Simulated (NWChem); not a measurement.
System: C$_{2}$H$_{5}$F$_{3}$Si; SMILES F[SiH2]CC(F)F

Input file for NWChem:

```
start job
memory heap 200 mb stack 900 mb global 1100 mb
geometry units angstroms noautosym nocenter noautoz
  F     -0.572047     2.704921     0.014744
  Si     0.393299     1.400763    -0.116693
  C     -0.684665    -0.114766     0.174449
  C     -0.084621    -1.383959    -0.363758
  F     -0.742650    -2.469760     0.095375
  F      1.208814    -1.487451     0.051191
  H      1.468050     1.525316     0.901306
  H      0.956511     1.381860    -1.496106
  H     -1.672385     0.052877    -0.284093
  H     -0.844717    -0.242446     1.257880
  H     -0.082465    -1.430434    -1.467641
end
basis spherical
  * library def2-svp
end
dft
  xc pbe0
  iterations 150
end
cosmo
  do_cosmo_smd true
  solvent water
end
task dft energy
```

NWChem printed, in part:

```
             Northwest Computational Chemistry Package (NWChem) 7.3.0
             --------------------------------------------------------

                             Geometry "geometry" -> ""
                             -------------------------

 Output coordinates in angstroms (scale by  1.889725989 to convert to a.u.)

  No.       Tag          Charge          X              Y              Z
 ---- ---------------- ---------- -------------- -------------- --------------
    1 F                    9.0000    -0.57204700     2.70492100     0.01474400
    2 Si                  14.0000     0.39329900     1.40076300    -0.11669300
    3 C                    6.0000    -0.68466500    -0.11476600     0.17444900
    4 C                    6.0000    -0.08462100    -1.38395900    -0.36375800
    5 F                    9.0000    -0.74265000    -2.46976000     0.09537500
    6 F                    9.0000     1.20881400    -1.48745100     0.05119100
    7 H                    1.0000     1.46805000     1.52531600     0.90130600
    8 H                    1.0000     0.95651100     1.38186000    -1.49610600
    9 H                    1.0000    -1.67238500     0.05287700    -0.28409300
   10 H                    1.0000    -0.84471700    -0.24244600     1.25788000
   11 H                    1.0000    -0.08246500    -1.43043400    -1.46764100

 Effective nuclear repulsion energy (a.u.)     314.4595881544

                                 NWChem DFT Module
                                 -----------------

 Summary of "ao basis" -> "ao basis" (spherical)
 ------------------------------------------------------------------------------
       Tag                 Description            Shells   Functions and Types
 ---------------- ------------------------------  ------  ---------------------
 F                          def2-svp                 6       14   3s2p1d
 Si                         def2-svp                 8       18   4s3p1d
 C                          def2-svp                 6       14   3s2p1d
 H                          def2-svp                 3        5   2s1p

 in cosmo_initialize ...
 calling solv_data for solv:h2o

 solvent parameters
 solvname_short: h2o
 solvname_long:  water
 dielec:       78.4000
 dielecinf:     1.7769
 aqueous SMD model solvent descriptors
 dielec:       78.4000
 sola:          0.8200

          ---------------
          -cosmo- solvent
          ---------------
 Cosmo: York-Karplus, doi: 10.1021/jp992097l
 dielectric constant -eps-     =  78.40
 screen = (eps-1)/(eps    )    =   0.98724
 surface charge correction     = lagrangian

   van der Waals surface
 --------------------------

 ---------- ATOMIC COORDINATES (A.U.) ------------ VDWR(ANG.) --
     1   -1.08101208    5.11155951    0.02786212     1.730
     2    0.74322734    2.64705824   -0.22051779     2.470
     3   -1.29382924   -0.21687629    0.32966081     1.850
     4   -0.15991050   -2.61530329   -0.68740295     1.850
     5   -1.40340501   -4.66716966    0.18023262     1.730
     6    2.28432723   -2.81087481    0.09673696     1.730
     7    2.77421224    2.88242929    1.70322137     1.200
     8    1.80754370    2.61133675   -2.82723039     1.200
     9   -3.16034940    0.09992304   -0.53685793     1.200
    10   -1.59628367   -0.45815651    2.37704853     1.200
    11   -0.15583625   -2.70312830   -2.77343934     1.200
 number of segments per atom =        128
 number of   points per atom =        128
 atom (   nspa,  nppa )
 ----------------------
    1 (     65,     0 )       0
    2 (     79,     0 )       0
    3 (     26,     0 )       0
    4 (     19,     0 )       0
    5 (     81,     0 )       0
    6 (     72,     0 )       0
    7 (     33,     0 )       0
    8 (     34,     0 )       0
    9 (     52,     0 )       0
   10 (     53,     0 )       0
   11 (     54,     0 )       0
 number of -cosmo- surface points =      568
 molecular surface =    131.500 angstrom**2
 molecular volume  =    117.137 angstrom**3
 -lineq- algorithm             =   0
 -bem- low  level              =   3
 -bem- from -octahedral-
 gaussian surface charge width =   4.50000
 degree of switching           =   1.00000
 switching function tolerance  =   0.00010
 atomic radii =
 --------------
    1  9.000  1.730
    2 14.000  2.470
    3  6.000  1.850
    4  6.000  1.850
    5  9.000  1.730
    6  9.000  1.730
    7  1.000  1.200
    8  1.000  1.200
    9  1.000  1.200
   10  1.000  1.200
   11  1.000  1.200
 ...... end of -cosmo- initialization ......

 nat:                    11
 ixmem:                  6636
 calling mnsol_interface()
 G(SMD-CDS) energy (kcal/mol)  =     4.360
 SMD-CDS SASA (angstrom**2)    =   156.250

            General Information
            -------------------
          SCF calculation type: DFT
          Wavefunction type:  closed shell.
          No. of atoms     :    11
          No. of electrons :    58
           Alpha electrons :    29
            Beta electrons :    29
          Charge           :     0
          Spin multiplicity:     1
          Use of symmetry is: off; symmetry adaption is: off
          Maximum number of iterations: 150
          AO basis - number of functions:   113
                     number of shells:    53
          Convergence on energy requested:  1.00D-06
          Convergence on density requested:  1.00D-05
          Convergence on gradient requested:  5.00D-04

              XC Information
              --------------
                         PBE0 Method XC Functional
                     Hartree-Fock (Exact) Exchange  0.250
          PerdewBurkeErnzerhof Exchange Functional  0.750
            Perdew 1991 LDA Correlation Functional  1.000 local
           PerdewBurkeErnz. Correlation Functional  1.000 non-local

             Grid Information
             ----------------
          Grid used for XC integration:  medium
          Radial quadrature: Mura-Knowles
          Angular quadrature: Lebedev.
          Tag              B.-S. Rad. Rad. Pts. Rad. Cut. Ang. Pts.
          ---              ---------- --------- --------- ---------
          F                   0.50       49          12.0       434
          Si                  1.10       88          10.0       590
          C                   0.70       49          10.0       434
          H                   0.35       45          11.0       434
          Grid pruning is: on
          Number of quadrature shells:   558
          Spatial weights used:  Erf1

      Superposition of Atomic Density Guess
      -------------------------------------

 Sum of atomic energies:        -664.36209453

      Non-variational initial energy
      ------------------------------

 Total energy =    -666.517308
 1-e energy   =   -1547.276215
 2-e energy   =     566.299319
 HOMO         =      -0.375322
 LUMO         =       0.065268

   convergence    iter        energy       DeltaE   RMS-Dens  Diis-err
 ---------------- ----- ----------------- --------- --------- ---------
     COSMO gas phase
 d= 0,ls=0.0,diis     1   -667.2795777381 -9.82D+02  1.49D-02  1.25D+00
 d= 0,ls=0.0,diis     2   -667.2160346985  6.35D-02  7.74D-03  2.32D+00
 d= 0,ls=0.0,diis     3   -667.4179176593 -2.02D-01  1.06D-03  2.29D-02
 d= 0,ls=0.0,diis     4   -667.4193847554 -1.47D-03  4.00D-04  4.48D-03
 d= 0,ls=0.0,diis     5   -667.4198033046 -4.19D-04  9.66D-05  2.81D-04
  Resetting Diis
 d= 0,ls=0.0,diis     6   -667.4198305643 -2.73D-05  2.43D-05  1.32D-05
 d= 0,ls=0.0,diis     7   -667.4198316121 -1.05D-06  1.42D-05  1.14D-06
 d= 0,ls=0.0,diis     8   -667.4198315639  4.82D-08  7.23D-06  1.79D-06

   convergence    iter        energy       DeltaE   RMS-Dens  Diis-err
 ---------------- ----- ----------------- --------- --------- ---------
     COSMO solvation phase
 d= 0,ls=0.0,diis     1   -667.4202036282 -3.72D-04  1.16D-03  3.40D-03
 d= 0,ls=0.0,diis     2   -667.4209606592 -7.57D-04  2.87D-04  1.46D-03
 d= 0,ls=0.0,diis     3   -667.4210477238 -8.71D-05  1.08D-04  4.49D-04
 d= 0,ls=0.0,diis     4   -667.4210848602 -3.71D-05  2.37D-05  6.47D-06
 d= 0,ls=0.0,diis     5   -667.4210855111 -6.51D-07  6.64D-06  9.37D-07

         Total DFT energy =     -667.421085511088
      One electron energy =    -1549.983133741827
           Coulomb energy =      632.998462423146
    Exchange-Corr. energy =      -64.595241491339
 Nuclear repulsion energy =      314.459588154425

             COSMO energy =       -0.300760855493

 Numeric. integr. density =       57.999997690162

                                COSMO-SMD solvation results
                                ---------------------------

             internal energy in gas <Psi(g)|H|Psi(g)> =      -667.419831563932
         internal energy in solvent <Psi(s)|H|Psi(s)> =      -667.418816609790
                               delta internal energy  =         0.001014954142 (    0.64 kcal/mol)
   total free energy in solvent <Psi(s)|H+V/2|Psi(s)> =      -667.428033940059
 polarization energy contribution <Psi(s)|V/2|Psi(s)> =        -0.009217330269 (   -5.78 kcal/mol)
    total free energy in solvent including G(SMD-CDS) =      -667.421085511088
                       G(SMD-CDS) energy contribution =         0.006948428971 (    4.36 kcal/mol)
     1 M fixed-concentration free energy of solvation =        -0.001253947156 (   -0.79 kcal/mol)

                       DFT Final Molecular Orbital Analysis
                       ------------------------------------

 Vector   27  Occ=2.000000D+00  E=-3.561296D-01
              MO Center=  2.0D-01, -3.5D-01, -6.8D-02, r^2= 4.2D+00
   Bfn.  Coefficient  Atom+Function         Bfn.  Coefficient  Atom+Function
  ----- ------------  ---------------      ----- ------------  ---------------
   109     -0.246154  11 H  s                66      0.241448   5 F  pz
    35      0.227358   3 C  s                80      0.224047   6 F  pz
    36      0.222005   3 C  px               52      0.220824   4 C  pz
    89     -0.215307   7 H  s                69     -0.171995   5 F  pz
    79      0.166982   6 F  py               83     -0.157619   6 F  pz

 Vector   28  Occ=2.000000D+00  E=-3.439337D-01
              MO Center=  5.2D-01,  8.4D-01, -3.0D-01, r^2= 3.8D+00
   Bfn.  Coefficient  Atom+Function         Bfn.  Coefficient  Atom+Function
  ----- ------------  ---------------      ----- ------------  ---------------
    94      0.305020   8 H  s                89     -0.244939   7 H  s
    24     -0.231090   2 Si pz               95      0.208711   8 H  s
     6     -0.201902   1 F  pz               38      0.175898   3 C  pz
    90     -0.170605   7 H  s               104      0.164521  10 H  s
     9      0.150415   1 F  pz              109      0.145500  11 H  s

 Vector   29  Occ=2.000000D+00  E=-3.364383D-01
              MO Center= -1.6D-01,  1.8D-01, -2.7D-02, r^2= 3.6D+00
   Bfn.  Coefficient  Atom+Function         Bfn.  Coefficient  Atom+Function
  ----- ------------  ---------------      ----- ------------  ---------------
    37      0.347007   3 C  py               65     -0.201041   5 F  py
    40      0.191244   3 C  py               22     -0.185576   2 Si px
    36      0.178779   3 C  px               23     -0.158705   2 Si py
     4     -0.148948   1 F  px               68      0.148464   5 F  py
    94     -0.144488   8 H  s                 5     -0.143484   1 F  py

 Vector   30  Occ=0.000000D+00  E= 2.856083D-02
              MO Center=  4.4D-01,  1.3D+00, -1.3D-01, r^2= 3.4D+00
   Bfn.  Coefficient  Atom+Function         Bfn.  Coefficient  Atom+Function
  ----- ------------  ---------------      ----- ------------  ---------------
    26      0.921910   2 Si py               25     -0.507522   2 Si px
     3     -0.454658   1 F  s                35      0.267810   3 C  s
    95      0.246556   8 H  s                23      0.221614   2 Si py
    40      0.186475   3 C  py              100     -0.182942   9 H  s
    90      0.166427   7 H  s                53     -0.157560   4 C  px

 Vector   31  Occ=0.000000D+00  E= 6.825250D-02
              MO Center=  1.3D-01,  1.0D+00, -1.3D-01, r^2= 5.3D+00
   Bfn.  Coefficient  Atom+Function         Bfn.  Coefficient  Atom+Function
  ----- ------------  ---------------      ----- ------------  ---------------
    35      1.533086   3 C  s                25      1.145026   2 Si px
    90     -0.723069   7 H  s               105     -0.708372  10 H  s
    26      0.606898   2 Si py              110     -0.529724  11 H  s
    95     -0.500975   8 H  s               100     -0.473390   9 H  s
    49      0.460220   4 C  s                40      0.433102   3 C  py

 Vector   32  Occ=0.000000D+00  E= 9.697248D-02
              MO Center=  2.4D-01,  9.5D-01,  2.5D-01, r^2= 4.3D+00
   Bfn.  Coefficient  Atom+Function         Bfn.  Coefficient  Atom+Function
  ----- ------------  ---------------      ----- ------------  ---------------
    27      1.284224   2 Si pz               90     -1.062213   7 H  s
    95      0.845673   8 H  s               105     -0.621025  10 H  s
   100      0.359378   9 H  s                35     -0.341138   3 C  s
    41      0.335442   3 C  pz               18      0.333378   2 Si s
    26     -0.286920   2 Si py               24      0.277559   2 Si pz

     Multipole analysis of the density
     ---------------------------------

     L   x y z        total         alpha         beta         nuclear
     -   - - -        -----         -----         ----         -------
     0   0 0 0     -0.000000    -29.000000    -29.000000     58.000000

     1   1 0 0     -0.203572      0.122603      0.122603     -0.448778
     1   0 1 0      0.010260     -0.594759     -0.594759      1.199778
     1   0 0 1     -0.401668      2.072903      2.072903     -4.547474

     2   2 0 0    -31.244153    -73.952598    -73.952598    116.661044
     2   1 1 0      1.691335      2.486058      2.486058     -3.280782
     2   1 0 1      0.056250      3.429968      3.429968     -6.803685
     2   0 2 0    -38.490806   -351.433388   -351.433388    664.375970
     2   0 1 1      1.282127      1.975929      1.975929     -2.669732
     2   0 0 2    -28.653159    -28.864723    -28.864723     29.076288
```

Level: PBE0/def2-SVP, SMD on the gas-phase geometry. Structure relaxed at the PBE0/def2-SVP level. Solvent: water.
